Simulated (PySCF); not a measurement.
C$_{2}$H$_{7}$O, charge +1, singlet, at a GFN2-xTB geometry; B3LYP/STO-3G (PySCF).

PySCF was given this input:
```python
from pyscf import gto, scf, dft

mol = gto.Mole()
mol.atom = '''
    C    -0.00223143    1.21625181   -0.23715729
    O     0.06253569   -0.00293426    0.54553241
    C     0.01855330   -1.21299750   -0.25260614
    H     0.03713273    2.06033938    0.44988519
    H     0.87422661    1.24376925   -0.88384307
    H    -0.90875310    1.26332016   -0.84164350
    H     0.07242889   -2.06495723    0.42365030
    H    -0.88709609   -1.26787824   -0.85774070
    H     0.89528349   -1.21728810   -0.89949420
    H    -0.68143921   -0.01335695    1.18350721
'''
mol.basis = 'sto-3g'
mol.charge = 1
mol.verbose = 4
mol.build()

mf = dft.RKS(mol)
mf.xc = 'b3lyp'
mf.level_shift = 1.0
mf.max_cycle = 100
mf.kernel()
mf.analyze()
```

**Question.** Predict the main parts of the log of this PySCF run.

**Answer.** 
```
PySCF version 2.14.0

[INPUT] verbose = 4
[INPUT] num. atoms = 10
[INPUT] num. electrons = 26
[INPUT] charge = 1
[INPUT] spin (= nelec alpha-beta = 2S) = 0
[INPUT] symmetry False subgroup None
[INPUT] Mole.unit = angstrom
[INPUT] Symbol           X                Y                Z      unit          X                Y                Z       unit  Magmom
[INPUT]  1 C     -0.002231430000   1.216251810000  -0.237157290000 AA   -0.004216791566   2.298382819407  -0.448162326544 Bohr   0.0
[INPUT]  2 O      0.062535690000  -0.002934260000   0.545532410000 AA    0.118175327111  -0.005544947778   1.030906846974 Bohr   0.0
[INPUT]  3 C      0.018553300000  -1.212997500000  -0.252606140000 AA    0.035060655707  -2.292233064782  -0.477356421984 Bohr   0.0
[INPUT]  4 H      0.037132730000   2.060339380000   0.449885190000 AA    0.070170689957   3.893477151856   0.850159796598 Bohr   0.0
[INPUT]  5 H      0.874226610000   1.243769250000  -0.883843070000 AA    1.652048863707   2.350383244656  -1.670221339395 Bohr   0.0
[INPUT]  6 H     -0.908753100000   1.263320160000  -0.841643500000 AA   -1.717294473849   2.387329110042  -1.590475709520 Bohr   0.0
[INPUT]  7 H      0.072428890000  -2.064957230000   0.423650300000 AA    0.136870765606  -3.902203623641   0.800583039590 Bohr   0.0
[INPUT]  8 H     -0.887096090000  -1.267878240000  -0.857740700000 AA   -1.676368656273  -2.395942632896  -1.620895008893 Bohr   0.0
[INPUT]  9 H      0.895283490000  -1.217288100000  -0.899494200000 AA    1.691840599945  -2.300341123692  -1.699797688635 Bohr   0.0
[INPUT] 10 H     -0.681439210000  -0.013356950000   1.183507210000 AA   -1.287733477440  -0.025240977360   2.236504493348 Bohr   0.0

nuclear repulsion = 91.1915368193029
number of shells = 16
number of NR pGTOs = 66
number of NR cGTOs = 22
basis = sto-3g
ecp = {}

******** <class 'pyscf.dft.rks.RKS'> ********
method = RKS
initial guess = minao
damping factor = 0
level_shift factor = 1.0
DIIS = <class 'pyscf.scf.diis.CDIIS'>
diis_start_cycle = 1
diis_space = 8
diis_damp = 0
SCF conv_tol = 1e-09
SCF conv_tol_grad = None
SCF max_cycles = 100
direct_scf = True
direct_scf_tol = 1e-13
XC library pyscf.dft.libxc version 7.1.2
    S. Lehtola, C. Steigemann, M. J. T. Oliveira, and M. A. L. Marques,  SoftwareX 7, 1–5 (2018)
XC functionals = b3lyp
    P. J. Stephens, F. J. Devlin, C. F. Chabalowski, and M. J. Frisch,  J. Phys. Chem. 98, 11623 (1994)
radial grids:
    Treutler-Ahlrichs [JCP 102, 346 (1995); DOI:10.1063/1.469408] (M4) radial grids

becke partition: Becke, JCP 88, 2547 (1988); DOI:10.1063/1.454033
pruning grids: <function nwchem_prune>
grids dens level: 3
symmetrized grids: False
atomic radii adjust function: <function treutler_atomic_radii_adjust>
small_rho_cutoff = 0
Set gradient conv threshold to 3.16228e-05
Initial guess from minao.
tot grids = 110976
init E= -153.85739160527
  HOMO = 0.153633585419684  LUMO = 0.891107903754096  gap/eV = 20.06770
cycle= 1 E= -153.323249904851  delta_E= 0.534  |g|= 0.502  |ddm|= 3.47
  HOMO = -0.581043126433526  LUMO = 0.834680603208368  gap/eV = 38.52380
cycle= 2 E= -153.402007851978  delta_E= -0.0788  |g|= 0.14  |ddm|= 0.515
  HOMO = -0.553964390338367  LUMO = 0.909062491912779  gap/eV = 39.81099
cycle= 3 E= -153.407976689627  delta_E= -0.00597  |g|= 0.074  |ddm|= 0.119
  HOMO = -0.550459213931442  LUMO = 0.912408542595708  gap/eV = 39.80666
cycle= 4 E= -153.409769879562  delta_E= -0.00179  |g|= 0.0385  |ddm|= 0.0648
  HOMO = -0.555287738173595  LUMO = 0.909341876342919  gap/eV = 39.85460
cycle= 5 E= -153.410255916815  delta_E= -0.000486  |g|= 0.0206  |ddm|= 0.0345
  HOMO = -0.553868764272603  LUMO = 0.910552377019711  gap/eV = 39.84893
cycle= 6 E= -153.41039641296  delta_E= -0.00014  |g|= 0.0115  |ddm|= 0.018
  HOMO = -0.553903051237645  LUMO = 0.910555172493261  gap/eV = 39.84994
cycle= 7 E= -153.410439963513  delta_E= -4.36e-05  |g|= 0.00661  |ddm|= 0.00997
  HOMO = -0.553924978372431  LUMO = 0.910540469303866  gap/eV = 39.85013
cycle= 8 E= -153.410454217207  delta_E= -1.43e-05  |g|= 0.00387  |ddm|= 0.00567
  HOMO = -0.553917438152621  LUMO = 0.910548767106604  gap/eV = 39.85016
cycle= 9 E= -153.410459053046  delta_E= -4.84e-06  |g|= 0.00228  |ddm|= 0.00329
  HOMO = -0.553914329638025  LUMO = 0.910549646189397  gap/eV = 39.85009
cycle= 10 E= -153.41046073321  delta_E= -1.68e-06  |g|= 0.00136  |ddm|= 0.00194
  HOMO = -0.553921980250071  LUMO = 0.910537403301517  gap/eV = 39.84997
cycle= 11 E= -153.410461335087  delta_E= -6.02e-07  |g|= 0.000814  |ddm|= 0.00117
  HOMO = -0.553921289225082  LUMO = 0.910537660088196  gap/eV = 39.84996
cycle= 12 E= -153.410461551209  delta_E= -2.16e-07  |g|= 0.00049  |ddm|= 0.000708
  HOMO = -0.553921494322932  LUMO = 0.910537239476305  gap/eV = 39.84995
cycle= 13 E= -153.41046163016  delta_E= -7.9e-08  |g|= 0.000296  |ddm|= 0.000433
  HOMO = -0.553921747339968  LUMO = 0.910536795337568  gap/eV = 39.84995
cycle= 14 E= -153.410461659343  delta_E= -2.92e-08  |g|= 0.00018  |ddm|= 0.000267
  HOMO = -0.553921801284292  LUMO = 0.910536757878193  gap/eV = 39.84995
cycle= 15 E= -153.410461670287  delta_E= -1.09e-08  |g|= 0.00011  |ddm|= 0.000166
  HOMO = -0.553921720496246  LUMO = 0.910536820910839  gap/eV = 39.84995
cycle= 16 E= -153.410461674451  delta_E= -4.16e-09  |g|= 6.73e-05  |ddm|= 0.000104
  HOMO = -0.553921826262487  LUMO = 0.910536731543103  gap/eV = 39.84995
cycle= 17 E= -153.41046167605  delta_E= -1.6e-09  |g|= 4.17e-05  |ddm|= 6.61e-05
  HOMO = -0.553921806617599  LUMO = 0.910536734891116  gap/eV = 39.84995
cycle= 18 E= -153.41046167668  delta_E= -6.3e-10  |g|= 2.6e-05  |ddm|= 4.22e-05
  HOMO = -0.55391944058271  LUMO = -0.0894622987746398  gap/eV = 12.63852
Extra cycle  E= -153.410461676961  delta_E= -2.81e-10  |g|= 2.31e-05  |ddm|= 8.81e-05
converged SCF energy = -153.410461676961
**** SCF Summaries ****
Total Energy =                        -153.410461676961006
Nuclear Repulsion Energy =              91.191536819302868
One-electron Energy =                 -380.376776658219228
Two-electron Energy =                  135.774778161955339
Two-electron Coulomb Energy =          157.406858059546806
DFT Exchange-Correlation Energy =      -21.632079897591467
HOMO-LUMO gap [eV] =                    12.638522575485293
**** MO energy ****
MO #1   energy= -19.4103030247712  occ= 2
MO #2   energy= -10.3437752797832  occ= 2
MO #3   energy= -10.343529914256   occ= 2
MO #4   energy= -1.40006699144877  occ= 2
MO #5   energy= -0.981732163324736 occ= 2
MO #6   energy= -0.939027308646925 occ= 2
MO #7   energy= -0.80851635609237  occ= 2
MO #8   energy= -0.739290517502925 occ= 2
MO #9   energy= -0.723800989848391 occ= 2
MO #10  energy= -0.636990930606303 occ= 2
MO #11  energy= -0.636106524506955 occ= 2
MO #12  energy= -0.62027230155454  occ= 2
MO #13  energy= -0.55391944058271  occ= 2
MO #14  energy= -0.0894622987746398 occ= 0
MO #15  energy= 0.0190578705917127 occ= 0
MO #16  energy= 0.0243768956452685 occ= 0
MO #17  energy= 0.171505222491605  occ= 0
MO #18  energy= 0.188155045717756  occ= 0
MO #19  energy= 0.188344399713816  occ= 0
MO #20  energy= 0.208402256608776  occ= 0
MO #21  energy= 0.209593246588376  occ= 0
 ** Mulliken pop on meta-lowdin orthogonal AOs  **
 ** Mulliken pop  **
pop of  0 C 1s            1.99961
pop of  0 C 2s            1.05801
pop of  0 C 2px           1.13376
pop of  0 C 2py           0.81381
pop of  0 C 2pz           1.01242
pop of  1 O 1s            1.99982
pop of  1 O 2s            1.57380
pop of  1 O 2px           1.66376
pop of  1 O 2py           1.26532
pop of  1 O 2pz           1.41300
pop of  2 C 1s            1.99961
pop of  2 C 2s            1.05801
pop of  2 C 2px           1.13402
pop of  2 C 2py           0.81883
pop of  2 C 2pz           1.00714
pop of  3 H 1s            0.88519
pop of  4 H 1s            0.88570
pop of  5 H 1s            0.89866
pop of  6 H 1s            0.88519
pop of  7 H 1s            0.89866
pop of  8 H 1s            0.88570
pop of  9 H 1s            0.71001
 ** Mulliken atomic charges  **
charge of    0C =     -0.01760
charge of    1O =      0.08430
charge of    2C =     -0.01760
charge of    3H =      0.11481
charge of    4H =      0.11430
charge of    5H =      0.10134
charge of    6H =      0.11481
charge of    7H =      0.10134
charge of    8H =      0.11430
charge of    9H =      0.28999

WARN: System has nonzero charge 1; the dipole moment is origin-dependent.
Location of origin: [0. 0. 0.]

Dipole moment(X, Y, Z, Debye): -1.41043, -0.01634,  0.67080
```
